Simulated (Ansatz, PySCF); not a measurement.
Noncovalent pair: GeH4 (SMILES [GeH4]) (first 5 atoms) with CH5N (SMILES CN); geometry from B3LYP-D3(BJ)/def2-TZVP, rigid monomers moved along the line of their centres of mass till Ge1···H12 is 2.98 Å.
(charge 0, multiplicity 1):
```xyz
12

Ge    -0.1163    -0.1863     0.2762
H     -0.4951    -0.1074    -1.2103
H      1.1174    -1.0866     0.4405
H     -1.2888    -0.7737     1.0750
H      0.2036     1.2209     0.8006
C     -0.4668     0.5690     3.8444
N      0.6469    -0.3165     3.5123
H     -0.0817     1.4543     4.3527
H     -1.1341     0.0599     4.5414
H     -1.0667     0.9058     2.9881
H      1.2971     0.1334     2.8802
H      0.3211    -1.1607     3.0582
```

Monomers are frozen at their geometry in the pair; levels with a basis set take the counterpoise correction. Rows marked so take none.

Rows in 6-31G* carry no dispersion term and start afresh at each structure (6-31G* with six Cartesian d functions); the Pople sets are all-electron and without relativity.

Run with Ansatz (an electronic-structure program) with Gaussian orbitals; PySCF for 6-31G* rows, the dispersion terms. Each number belongs to the level named beside it.

Q: One of these levels gives 3.74 kcal/mol for the interaction energy. Which one is it?
A. HF/6-31G* (no counterpoise)
B. PBE/def2-TZVPPD
C. HF/6-31G*
D. PBE-D4/def2-TZVPPD

A: C, HF/6-31G*. The others give 2.64 (HF/6-31G* (no counterpoise)), 0.73 (PBE/def2-TZVPPD), -0.96 (PBE-D4/def2-TZVPPD)
